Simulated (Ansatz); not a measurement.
`[AlH2][C]1([SiH3])BC1` and `CC1([SiH3])BC1` differ in one atom or group.

Ansatz, PBE0-D4/def2-TZVP geometries, multiplicity 1. 

```
                                        property  `[AlH2][C]1([SiH3])BC1`
            HOMO–LUMO gap (PBE0/def2-TZVPP) / eV                     5.56
             LUMO energy (B3LYP/def2-TZVPP) / eV                    -2.07
              LUMO energy (PBE0/def2-TZVPP) / eV                    -1.88
             HOMO energy (B3LYP/def2-TZVPP) / eV                    -7.23
               LUMO energy (PBE/def2-TZVPP) / eV                    -2.73
size of the dipole moment (B3LYP/def2-TZVPP) / D                     0.44
```

What does the change do to each property? (Estimate.)

The calculation gave: 
| property | `CC1([SiH3])BC1` | shift |
| --- | --- | --- |
| HOMO–LUMO gap (PBE0/def2-TZVPP) / eV | 5.78 | 0.22 |
| LUMO energy (B3LYP/def2-TZVPP) / eV | -1.66 | 0.41 |
| LUMO energy (PBE0/def2-TZVPP) / eV | -1.45 | 0.43 |
| HOMO energy (B3LYP/def2-TZVPP) / eV | -7.04 | 0.19 |
| LUMO energy (PBE/def2-TZVPP) / eV | -2.46 | 0.27 |
| size of the dipole moment (B3LYP/def2-TZVPP) / D | 0.77 | 0.33 |

With PBE0 the HOMO rises by 0.21 eV and the LUMO rises by 0.43 eV, so the gap widens by about 0.22 eV. PBE moves the HOMO by 0.24 eV and ωB97M-V by 0.17 eV. Dipoles are sizes alone; their direction can turn.

B3LYP here is the variant with VWN-RPA as its local correlation; programs differ in this.
